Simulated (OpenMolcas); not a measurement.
Si2H3F3 (SMILES F[Si](F)(F)[SiH3]): the dipole moment, rung by rung

The species is Si2H3F3 (8 atoms), meant as a singlet with charge 0. SMILES: `F[Si](F)(F)[SiH3]`. The shape is that of a PBE0-D4/def2-TZVP optimisation.

Each level gives the dipole moment (D). The values are calculated.

| level | kind | program | value (D) | CPU time |
| --- | --- | --- | --- | --- |
| SVWN5/cc-pVDZ | LDA | OpenMolcas | 1.97 | 41 s |
| revPBE/cc-pVDZ | GGA | OpenMolcas | 1.83 | 45 s |
| M06-L/cc-pVDZ | meta-GGA | OpenMolcas | 2.13 | 54 s |
| r2SCAN/cc-pVDZ | meta-GGA | OpenMolcas | 1.97 | 54 s |
| B3LYP/cc-pVDZ | global hybrid | OpenMolcas | 2.06 | 47 s |
| BHLYP/cc-pVDZ | global hybrid | OpenMolcas | 2.29 | 42 s |
| M06-2X/cc-pVDZ | hybrid meta-GGA | OpenMolcas | 2.14 | 52 s |
| PBE0/cc-pVDZ | global hybrid | OpenMolcas | 2.10 | 45 s |

The values span 1.83 to 2.29 D. Magnitudes only. CPU times are rough (shared hosts, several kinds of processor): they show what a rung costs within a factor of a few.
